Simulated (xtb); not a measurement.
C4H12O4Ti, charge +1, quartet, geometry from GFN2-xTB of the parent state (such geometries of metal compounds can be far from the true shape) (the multiplicity is a formal guess); GFN2-xTB in xtb.

Here is a job for xtb.
```
$ xtb mol.xyz --gfn 2 --chrg 1 --uhf 3 --json

# file mol.xyz
21

Ti     0.20428409     0.01719143     0.18943717
O     -1.57175937     0.20905870     0.43486864
C     -1.71222896     0.89942815     1.63310933
H     -0.90505706     1.65838599     1.73697637
H     -2.68926980     1.40893968     1.65796989
H     -1.64383368     0.20814387     2.49136806
O      0.91106053    -0.81005718    -1.30941650
C      0.09971377    -0.83738829    -2.42374965
H      0.29934767     0.04691736    -3.05934113
H      0.32335633    -1.72874078    -3.03387543
H     -0.97718831    -0.83599539    -2.14945761
O      0.70581010    -1.19491738     1.45638054
C      0.46012773    -2.44463085     0.95879222
H      0.83287232    -2.48166689    -0.09879669
H      1.01062645    -3.20725035     1.53532784
H     -0.62041800    -2.68550771     0.94558554
O      0.77138312     1.73121427     0.00232228
C      0.09178883     2.38925700    -1.00172632
H     -0.96831077     2.05667919    -1.04842929
H      0.12466019     3.47818711    -0.82992120
H      0.55060104     2.18131338    -1.98681744
```

The log (banner, timings and long lists left out):

```
   ID    Z sym.   atoms
    1   22 Ti     1
    2    8 O      2, 7, 12, 17
    3    6 C      3, 8, 13, 18
    4    1 H      4-6, 9-11, 14-16, 19-21

           -------------------------------------------------
          |                Calculation Setup                |
           -------------------------------------------------

molecular fragmentation (1/2 indicates fragments):
111111111121111122222
# atoms in fragment 1/2:    15     6
 fragment masses (1/2) :      139.96       32.04
CMA distance (Bohr)    :   4.858
constraining FC (au)   :  0.0500

           -------------------------------------------------
          |                 G F N 2 - x T B                 |
           -------------------------------------------------

          ...................................................
          :                      SETUP                      :
          :.................................................:
          :  # basis functions                  54          :
          :  # atomic orbitals                  53          :
          :  # shells                           31          :
          :  # electrons                        55          :
          :  max. iterations                   250          :
          :  Hamiltonian                  GFN2-xTB          :
          :  restarted?                      false          :
          :  GBSA solvation                  false          :
          :  PC potential                    false          :
          :  electronic temp.          300.0000000     K    :
          :  accuracy                    1.0000000          :
          :  -> integral cutoff          0.2500000E+02      :
          :  -> integral neglect         0.1000000E-07      :
          :  -> SCF convergence          0.1000000E-05 Eh   :
          :  -> wf. convergence          0.1000000E-03 e    :
          :  Broyden damping             0.4000000          :
          :  net charge                          1          :
          :  unpaired electrons                  3          :
          ...................................................

 iter      E             dE          RMSdq      gap      omega  full diag
   1    -32.1035203 -0.321035E+02  0.650E+00    0.96       0.0  T
   2    -32.0755863  0.279341E-01  0.364E+00    0.79       1.0  T
   3    -32.1300140 -0.544277E-01  0.392E+00    0.83       1.0  T
   4    -31.9378373  0.192177E+00  0.352E+00    0.79       1.0  T
[...]
         :: total energy             -32.077253329361 Eh    ::
[...]
                             7 O    0.678     3 C    0.128    13 C    0.112
                            18 C    0.109     8 C    0.108
     2   8 O    2.052 --     3 C    1.055     1 Ti   0.748
     3   6 C    3.895 --     2 O    1.055     5 H    0.929     6 H    0.880
                             4 H    0.834     1 Ti   0.128
     4   1 H    0.943 --     3 C    0.834
     5   1 H    0.965 --     3 C    0.929
     6   1 H    0.949 --     3 C    0.880
     7   8 O    2.199 --     8 C    1.072     1 Ti   0.678    12 O    0.139
     8   6 C    3.945 --     7 O    1.072    10 H    0.923    11 H    0.894
                             9 H    0.872     1 Ti   0.108
     9   1 H    0.976 --     8 C    0.872
    10   1 H    0.977 --     8 C    0.923
    11   1 H    0.988 --     8 C    0.894
    12   8 O    2.174 --    13 C    1.126     1 Ti   0.681     7 O    0.139
    13   6 C    3.914 --    12 O    1.126    15 H    0.896    16 H    0.895
                            14 H    0.770     1 Ti   0.112
    14   1 H    0.952 --    13 C    0.770
    15   1 H    0.948 --    13 C    0.896
    16   1 H    0.966 --    13 C    0.895
    17   8 O    2.101 --    18 C    1.074     1 Ti   0.717
    18   6 C    3.900 --    17 O    1.074    20 H    0.903    21 H    0.883
                            19 H    0.855     1 Ti   0.109
    19   1 H    0.960 --    18 C    0.855
    20   1 H    0.942 --    18 C    0.903
    21   1 H    0.955 --    18 C    0.883
 ---------------------------------------------------------------------------

Topologies differ in total number of bonds
Writing topology from bond orders to xtbtopo.mol

molecular dipole:
                 x           y           z       tot (Debye)
 q only:       -1.145      -0.138      -0.831
   full:       -1.026      -0.130      -0.775       3.285
molecular quadrupole (traceless):
                xx          xy          yy          xz          yz          zz
 q only:      -17.188      -6.727      12.721      -4.759      -2.841       4.467
  q+dip:      -16.623      -6.580      12.961      -6.027      -3.704       3.662
   full:      -16.643      -6.283      12.594      -5.737      -3.637       4.049

           -------------------------------------------------
          | TOTAL ENERGY              -32.077253329361 Eh   |
          | GRADIENT NORM               0.023907203669 Eh/α |
          | HOMO-LUMO GAP               0.779939694556 eV   |
           -------------------------------------------------

normal termination of xtb
```
